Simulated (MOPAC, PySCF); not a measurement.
C10H12Si, SMILES `C=C/C([SiH3])=C/c1ccccc1` (C–C–C–Si torsion -10°, C–C–C–C torsion -148°), neutral singlet in the gas phase. 

Cartesian coordinates (Å):
SMILES: c1ccc(cc1)/C=C(\[SiH3])C=C
```xyz
23

C     -4.0687     0.5400     0.2929
C     -2.9620    -0.1871     0.5222
C     -1.5918     0.1117     0.0861
Si    -1.3013     1.5214    -1.1480
C     -0.6020    -0.7087     0.5353
C      0.8479    -0.6070     0.3412
C      1.6141    -1.7872     0.2535
C      2.9927    -1.7364     0.0565
C      3.6438    -0.5015    -0.0343
C      2.9048     0.6786     0.0854
C      1.5239     0.6271     0.2763
H     -5.0368     0.2253     0.6897
H     -4.0553     1.4666    -0.2866
H     -3.0645    -1.0993     1.1255
H     -1.1014     2.8337    -0.4625
H     -2.4954     1.6470    -2.0305
H     -0.1120     1.2355    -1.9931
H     -0.9134    -1.5847     1.1220
H      1.1097    -2.7543     0.3264
H      3.5648    -2.6639    -0.0229
H      4.7253    -0.4600    -0.1827
H      3.4087     1.6471     0.0430
H      0.9689     1.5560     0.4192
```
Charge 0, spin multiplicity 1.

All levels are single points at this geometry (B3LYP-D3(BJ)/def2-SVP); Pople sets use spherical d functions. Orbital energies aren't observables, and empty levels follow the basis.

M06-2X/6-31G* in PySCF gives HOMO (eV) = -7.14.

### Question
Estimate the HOMO (eV) from each of these levels: B3LYP-D3(BJ)/def2-TZVP in PySCF; B3LYP/LANL2DZ in PySCF; BP86/6-31G* in PySCF; HF/6-31G* in PySCF; PM3 in MOPAC.

### Answer

| level | HOMO (eV) |
|---|---|
| B3LYP-D3(BJ)/def2-TZVP in PySCF | -6.17 |
| B3LYP/LANL2DZ in PySCF | -6.01 |
| BP86/6-31G* in PySCF | -5.28 |
| HF/6-31G* in PySCF | -7.87 |
| PM3 in MOPAC | -8.62 |
